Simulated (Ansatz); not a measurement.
The cluster KH₂⁻, relaxed as a singlet with RKS B3LYP-D4/def2-TZVPD in Ansatz, starting from the GFN2-xTB geometry. Force threshold 0.02 eV/Å.

The highest occupied level of the charge -1 singlet lies above zero (up to 0.85 eV). The electron is either unbound and held by the finite basis, or the level is raised by self-interaction error. The structure comes from a short search, and lower isomers may exist.

Start:

```xyz
3

K    -0.073   -1.014    1.131
H    -0.163    0.739   -0.364
H     0.237    0.275   -0.767
```

Task: Estimate the energy that the relaxation releases and the steps that it takes.

Result: 0.79 eV, in 10 steps; 3.2 s on 4 threads of Arm Neoverse V2 on a shared host. No frequencies were taken in this run, so the end may be a saddle point.

Task: Does the start keep its bonding and symmetry?

Result: Bonds lost: K1–H2, K1–H3 (atoms count from 1). The end holds 2 separate pieces. Point group C2 at the start, C2v at the end, both within 0.05 Å; within 0.015 Å the end is C2.

Task: Predict the relaxed structure.

Result: 
```xyz
3

K    -0.109   -1.514    1.687
H    -0.152    0.999   -0.638
H     0.261    0.514   -1.049
```
Bond lengths: .
